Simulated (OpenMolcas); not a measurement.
## Lines of Os: computed and rescaled rates

| Item | Value |
| --- | --- |
| Program | OpenMolcas |
| Method | MS-CASPT2, IPEA 0.25 Eh, imaginary shift 0.1 Eh (closed shells correlated: 5s 5p 6s) |
| Basis | ANO-R3 [10s7p6d4f3g2h] |
| Scalar Hamiltonian | X2C, finite nucleus |
| Active space | 6 electrons in 5 orbitals (5d) |
| State averaging | 2S+1 = 5 even, 5 roots; 2S+1 = 3 even, 45 roots; 2S+1 = 1 even, 50 roots (44 in the spin-orbit step) |
| Spin-orbit coupling | state interaction with AMFI integrals over the reference wave functions, term energies averaged over their components |

Rates come from the transition moments of the reference wave functions (E1 and E2 in the length form). At fixed line strength A goes as λ^-3 for E1 and M1 and as λ^-5 for E2, so a rate at the computed wavelength can be rescaled to the measured one. Measured vacuum wavelengths follow from level energies in NIST Handbook of Basic Atomic Spectroscopic Data. Branching counts decays inside the model space alone, at computed energies, and the table is only a selection of the E2 and M1 lines, drawn from those between levels with measured partners whose computed energy lies within a factor of 1.5 of the measured one.

| Upper | Lower | Type | λ computed (nm) | λ measured (nm) | A computed (s-1) | A rescaled (s-1) | Branching % |
| --- | --- | --- | --- | --- | --- | --- | --- |
| 5d⁶ 6s² ⁵D₀ | 5d⁶ 6s² ⁵D₁ | M1 | 28840 | 30610 | 5.43e-03 | 4.54e-03 | 98.6 |
| 5d⁶ 6s² ⁵D₁ | 5d⁶ 6s² ⁵D₂ [60 %] | M1 | 3793 | 3305 | 1.21e+00 | 1.83e+00 | 100.0 |
| 5d⁶ 6s² ⁵D₂ [60 %] | 5d⁶ 6s² ⁵D₄ | E2 | 2597 | 3649 | 7.51e-05 | 1.37e-05 | 100.0 |
| 5d⁶ 6s² ⁵D₃ | 5d⁶ 6s² ⁵D₄ | M1 | 2253 | 2404 | 2.79e+00 | 2.30e+00 | 99.8 |

The largest correction is for 5d⁶ 6s² ⁵D₂ [60 %] → 5d⁶ 6s² ⁵D₄ (E2): 7.51e-05 × (2597 / 3649)^5 = 1.37e-05 s-1, a factor of 0.18.

No measured rate stands beside these. Rescaling mends the energy factor alone: line strengths can still be far off where a level mixes with configurations outside the active space, and weak or spin-changing lines hang on small mixing coefficients that depend on the term gaps too, so rescaling need not improve them.

CASPT2 breaks the degeneracy within a term, and the mean is taken; among the terms shown or strongly mixed into the levels shown the widest spread is 190 cm-1 (5d⁶ 6s² ³F(1)). Some high roots are left out of the spin-orbit mixing, which shifts the levels that they would mix with. With the s shell closed, the reference lacks s² → p², s² → d² and s → d mixing, so excited terms can stand far too high and out of order, with CASPT2 too. Computed and measured levels are paired by configuration, term and J; levels that our copy of the source lacks, or whose pairing is in doubt (as where it misses far off the trend of its configuration), stay unpaired. Only configurations of the active space appear.

A share in square brackets marks a mixed level and gives the weight of the term that names it. A number in round brackets counts repeated terms of one configuration in the order of the reference energies.
